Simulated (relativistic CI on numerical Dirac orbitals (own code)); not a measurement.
**Cu4+ in a cubic cluster: 1s photoemission with charge transfer**

Computed with a charge-transfer multiplet model of a cubic metal-ligand cluster with up to 3 ligand holes, Slater and spin-orbit integrals from Dirac-Coulomb-Breit ions, Slater integrals scaled by 0.8. The ground state mixes d7 with configurations of k ligand holes L, whose averages lie at kΔ + k(k − 1)U_dd/2; a core hole lowers each added d electron by U_cd. 300 K, Lorentzian 1.1 eV and Gaussian 0.6 eV FWHM.

Atomic integrals in eV (Slater integrals scaled, ζ unscaled), ground: F2dd 11.838, F4dd 7.422, zeta_d 0.120; with the core hole: F2dd 13.094, F4dd 8.239, zeta_d 0.161, G2cd 0.084.

Cluster parameters (eV): Δ = -1.8, U_dd = 8.5, U_cd = 10, 10Dq = 1.5, 10Dq(ligand) = 0.1, final-state hopping factor = 1.

Weights, n_d and S are thermal averages at 300 K. Binding energies count from the first peak over 30 % of the highest in each spectrum, which can be another peak from case to case. The parameters are a model scan and need not match a compound or its usual spin state. Peaks in eV (height, largest 100): 0.0 (100), 4.1 (5), 8.4 (40), 14.8 (5), 21.1 (8).

Question: Which parameters give this spectrum?
A. V(eg) = 2.3 eV, V(t2g) = -1.18 eV
B. V(eg) = 2 eV, V(t2g) = -1.02 eV
C. V(eg) = 2.6 eV, V(t2g) = -1.33 eV
D. V(eg) = 2.9 eV, V(t2g) = -1.48 eV
E. V(eg) = 3.5 eV, V(t2g) = -1.79 eV

Answer: C. V(eg) = 2.6 eV, V(t2g) = -1.33 eV; the ground state then has 7.84 d electrons and S = 0.52. The choice follows from running the model for each set and comparing peak positions and heights.
